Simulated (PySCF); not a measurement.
## Gas-phase thermal properties of C6H5OH (phenol)

Method: PySCF energies (xtb for GFN2) plus ideal-gas RRHO corrections (1 bar). Table values come from the NASA 1993 polynomials. 6-31G* has spherical d functions here. All species are closed-shell singlets. B3LYP is the form with VWN-RPA correlation. The harmonic model lacks anharmonicity and excited electronic states, which grow with temperature; levels with a mode under 35 cm⁻¹ are left out. Internal rotation in C6H5OH (phenol) is treated as a harmonic vibration of one conformer, which makes the entropy rough. The table's entry may be an old estimate for C6H5OH (phenol) (not checked at source).

```json
[
 {"level": "table", "point group": "-", "σ": "-", "ZPE (kJ/mol)": "-", "S°298 (J/mol/K)": "315.2", "Cp298 (J/mol/K)": "103.3", "S°1000 (J/mol/K)": "521.3", "H1000 − H298 (kJ/mol)": "128.6"},
 {"level": "B3LYP/6-31G*", "point group": "Cs", "σ": "1", "ZPE (kJ/mol)": "275.2", "S°298 (J/mol/K)": "311.9", "Cp298 (J/mol/K)": "99.4", "S°1000 (J/mol/K)": "514.0", "H1000 − H298 (kJ/mol)": "126.5"},
 {"level": "GFN2-xTB", "point group": "Cs", "σ": "1", "ZPE (kJ/mol)": "266.0", "S°298 (J/mol/K)": "313.9", "Cp298 (J/mol/K)": "102.1", "S°1000 (J/mol/K)": "519.7", "H1000 − H298 (kJ/mol)": "128.7"},
 {"level": "HF/6-31G*", "point group": "Cs", "σ": "1", "ZPE (kJ/mol)": "294.8", "S°298 (J/mol/K)": "307.7", "Cp298 (J/mol/K)": "92.0", "S°1000 (J/mol/K)": "499.8", "H1000 − H298 (kJ/mol)": "120.9"},
 {"level": "PBE/def2-SVP", "point group": "Cs", "σ": "1", "ZPE (kJ/mol)": "268.2", "S°298 (J/mol/K)": "313.3", "Cp298 (J/mol/K)": "102.0", "S°1000 (J/mol/K)": "519.1", "H1000 − H298 (kJ/mol)": "128.6"},
 {"level": "PBE0/def2-TZVP", "point group": "Cs", "σ": "1", "ZPE (kJ/mol)": "275.6", "S°298 (J/mol/K)": "312.1", "Cp298 (J/mol/K)": "99.7", "S°1000 (J/mol/K)": "514.4", "H1000 − H298 (kJ/mol)": "126.6"}
]
```
σ: rotational symmetry number. Electronic degeneracy used: 1. Frequencies are unscaled.
